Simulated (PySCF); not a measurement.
PySCF job for carbon diselenide (CSe2), SMILES [Se]=C=[Se], ωB97X-D3(BJ)/def2-TZVP. Coordinates come from a ωB97X-D3(BJ)/def2-TZVP optimisation.

```python
import numpy as np
from pyscf import gto, scf, dft, df
from pyscf.hessian import thermo

mol = gto.M(
    atom='''
    Se    0.00000000    0.00000000    1.68272634
    C     0.00000000    0.00000000    0.00000000
    Se    0.00000000    0.00000000   -1.68272634
    ''',
    basis='def2-TZVP',
    charge=0,
    spin=0,
    max_memory=1600,
    verbose=3,
)
mf = dft.RKS(mol, xc='wb97x-d3bj').density_fit(auxbasis='def2-universal-jkfit')
mf.grids.level = 3
mf.conv_tol = 1e-11
mf.max_cycle = 100
mf.kernel()

# analytic Hessian; the response equations are solved on a coarser grid
h, args, fine = mf.Hessian(), (mf.mo_energy, mf.mo_coeff, mf.mo_occ), mf.grids
h.max_memory = max(150, 2.5e-5 * df.make_auxmol(mol, mf.with_df.auxbasis).nao * mol.nelec[0] * (mol.nelec[0] + mol.nao))  # MB; small integral blocks
h1ao = h.make_h1(mf.mo_coeff, mf.mo_occ)
mf.grids = dft.Grids(mol).set(level=1).build(with_non0tab=True)
mo1, mo_e1 = h.solve_mo1(*args, h1ao)
mf.grids = fine
hess = h.hess_elec(*args, mo1, mo_e1, h1ao) + h.hess_nuc()
if mf.do_disp():
    hess += h.get_dispersion()
for i in range(mol.natm):  # the analytic DFT Hessian lacks the response of the grid: restore translational invariance
    hess[i, i] -= hess[i].sum(axis=0)
hess = (hess + hess.transpose(1, 0, 3, 2)) / 2
vib = thermo.harmonic_analysis(mol, hess, imaginary_freq=False)
thermo.dump_normal_mode(mol, vib)
th = thermo.thermo(mf, vib['freq_au'][vib['freq_au'] > 0], 298.15, 101325)
thermo.dump_thermo(mol, th)
g0 = mf.nuc_grad_method().set(verbose=0).kernel()

# dipole derivatives [dipole axis, atom, xyz] from the same response
r, irp = mol.intor('int1e_r'), mol.intor('int1e_irp').reshape(3, 3, mol.nao, mol.nao)
sl, dm0, ok = mol.aoslice_by_atom(), np.array(mf.make_rdm1()), []
dmu = np.einsum('a,xt->xat', mol.atom_charges(), np.eye(3))
for a, (_, _, p0, p1) in enumerate(sl):
    dmu[:, a] += 2 * np.einsum('xtij,ij->xt', irp[:, :, :, p0:p1], dm0.reshape(-1, mol.nao, mol.nao).sum(0)[:, p0:p1])
    for u, c, occ, f in [(mo1, mf.mo_coeff, mf.mo_occ, 4)]:
        dmu[:, a] -= f * np.einsum('tui,xuv,vi->xt', u[a], r, c[:, occ > 0], optimize=True)
L = vib['norm_mode']
ir = 974.8801 * (np.einsum('xat,kat->kx', dmu, L) ** 2).sum(1)       # km/mol
apt = np.einsum('xax->a', dmu) / 3
print('mode   freq/cm-1   IR/(km/mol)')
for k, w in enumerate(vib['freq_wavenumber']):
    print(f'{k + 1:4d} {w:11.2f} {ir[k]:13.3f}')
print('max |gradient| / (hartree/bohr):', abs(g0).max())
print('APT charges:', apt.round(4))
```

Output:

```
converged SCF energy = -4841.05977025679

WARN: DFTD3 does not support analytical Hessian, using finite difference


WARN: Mole.unit (angstrom) is changed to Bohr

Mode                                 0                   1                   2
Irrep
Freq [cm^-1]                      334.4908            334.4908            399.5396
Reduced mass [au]                  12.7766             12.7766             78.9710
Force const [Dyne/A]                0.8422              0.8422              7.4274
Char temp [K]                     481.2578            481.2578            574.8485
Normal mode                   x     y     z       x     y     z       x     y     z
       0  Se                -0.02  0.00 -0.00   -0.00 -0.02  0.00    0.00 -0.00 -0.08
       1   C                 0.28 -0.03 -0.00    0.03  0.28  0.00   -0.00  0.00 -0.00
       2  Se                -0.02  0.00  0.00   -0.00 -0.02 -0.00    0.00 -0.00  0.08
Mode                                 3
Irrep
Freq [cm^-1]                     1364.5549
Reduced mass [au]                  12.7766
Force const [Dyne/A]               14.0168
Char temp [K]                    1963.2907
Normal mode                   x     y     z
       0  Se                 0.00 -0.00  0.02
       1   C                -0.00  0.00 -0.28
       2  Se                 0.00 -0.00  0.02
temperature 298.1500 [K]
pressure 101325.00 [Pa]
Rotational constants [GHz] inf 1.13004 1.13004
Symmetry number 2
Zero-point energy (ZPE) 0.00554 [Eh]   14553.027 [J/mol]
                           tot       elec      trans        rot        vib
Entropy [J/mol/K]       261.435      0.000    172.794     74.156     14.484
Cv [J/mol/K]             40.885      0.000     12.472      8.314     20.099
Cp [J/mol/K]             49.199      0.000     20.786      8.314     20.099
Internal energy [J/mol]                      3718.434   2478.956  17377.956
Internal energy [Eh]   -4841.05079  -4841.05977
Enthalpy [J/mol]                             6197.391   2478.956  17377.956
Enthalpy [Eh]          -4841.04985
Gibbs free energy [J/mol]                  -45321.277 -19630.634  13059.505
Gibbs free energy [Eh] -4841.07954
mode   freq/cm-1   IR/(km/mol)
   1      334.49         5.867
   2      334.49         5.867
   3      399.54         0.000
   4     1364.55       846.461
max |gradient| / (hartree/bohr): 5.464454921365932e-06
APT charges: [-0.4325  0.8649 -0.4325]
```

The calculation finished and met its thresholds.

Cost: about 2.0 core-minutes (a rough figure).
